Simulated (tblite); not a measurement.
Run record: tight-binding relaxation, `C[C@@H](F)[SiH2][C@H]([SiH3])[SeH]`.

Computed with GFN2-xTB geometry optimisation, gas phase (tblite 0.8.0). Start geometry: from a force field or distance geometry. The command runs a driver script over a list of jobs; the input below is this job's line of settings and its coordinates in Å.

Command:
```bash
OMP_NUM_THREADS=1 python probes_run.py task.json out
```

Input:
```
{"job": {"kind": "relax", "xc": "GFN2-xTB", "basis": "xTB"}, "charge": 0, "multiplicity": 1}
C      2.459900    -0.115500     0.674200
C      1.858500    -0.514200    -0.680400
F      2.545900    -1.629200    -1.150300
Si     0.040200    -0.928800    -0.524500
C     -0.938800     0.544800     0.075200
Si    -2.741300     0.071300     0.233300
Se    -0.763200     1.997800    -1.223000
H      2.331800    -0.925300     1.421300
H      1.961300     0.803800     1.053700
H      3.531200     0.096100     0.562900
H      1.978200     0.314000    -1.395000
H     -0.125500    -2.039000     0.448500
H     -0.472300    -1.365400    -1.816900
H     -0.550300     0.877000     1.051700
H     -3.510100     1.242500     0.705000
H     -3.256800    -0.365900    -1.056300
H     -2.864700    -1.019000     1.212800
H     -1.492700     2.961400    -0.277200
```

Output:
```
step      E/eV     max force
  0    -635.74118    1.358
  1    -635.83736    0.855
  2    -635.89407    0.411
  3    -635.90458    0.275
  4    -635.91860    0.274
  5    -635.92319    0.223
  6    -635.92825    0.119
  7    -635.93057    0.111
  8    -635.93305    0.143
  9    -635.93591    0.182
... (86 lines left out)
 96    -635.97486    0.018
 97    -635.97494    0.015
 98    -635.97498    0.012
 99    -635.97501    0.013
100    -635.97504    0.014
101    -635.97510    0.019
102    -635.97518    0.025
103    -635.97526    0.022
104    -635.97529    0.014
105    -635.97531    0.009
```

«max force» is the largest atomic force in eV/Å.

Q: From which step on does the largest force stay under 0.1 eV/Å, and how much energy is left to gain from there?

A: From step 26 (0.068 eV/Å), 12.5 meV above the end.

Main results: energy lowered by 5.4 kcal/mol over 105 steps; largest atomic force 0.009 eV/Å at the end.

The run took 1.5 s on Arm Neoverse N1, one thread, no GPU, shared host with 64 logical CPUs at a one-minute load of 60.
Labels such as C1 count atoms from 1, the log's own numbers from 0.
